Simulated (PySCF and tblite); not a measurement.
C₈H₁₁ClO, numbered as in [CH3:1][O:2][C@@H:3]1[C@H:4]2[CH:5]=[C:6]([Cl:7])[C@@H:8]1[CH2:9][CH2:10]2. Conformers came from 60 starts (ETKDG and KDG, MMFF94s, GFN2-xTB); geometries are GFN2-xTB. Weights use PBE0-D3(BJ)/def2-SVP (IEF-PCM, cyclohexane) energies plus GFN2-xTB zero-point and thermal terms (modes under about 100 cm⁻¹ blended into free rotors). Symmetry numbers and mirror images are counted. Conformers within 1.5 kcal/mol (GFN2-xTB free energy) were kept, 4 at most. GIAO shieldings: KT2/pcSseg-1 (IEF-PCM, cyclohexane). Shifts are against TMS (¹H), TMS (¹³C) at the same level. Run with PySCF (density fitting) and tblite.

Torsions listed: C1–O2–C3–C4. The 5-ring runs over atoms 3–4–5–6–8. The 5-ring runs over atoms 3–4–10–9–8.

Two conformers hold nearly all the population. I: 5-ring envelope (ring torsions 34, 0, -34, 51, -52°); 5-ring envelope (ring torsions -37, 0, 36, -58, 58°); -79°; δ(H4) = 3.03 ppm. II: 5-ring envelope (ring torsions 34, 0, -34, 51, -52°); 5-ring envelope (ring torsions -37, 0, 36, -58, 58°); -175°; δ(H4) = 2.69 ppm. The average over the ensemble at 298.15 K is 2.84 ppm.

What populations and free-energy difference follow from a two-state model?

p(I) = (2.84 − 2.69)/(3.03 − 2.69) = 0.44, so K = p(II)/p(I) = 1.27 and G(II) − G(I) = −RT ln K = -0.14 kcal/mol. The weights computed directly are 43.2 % and 56.8 %.
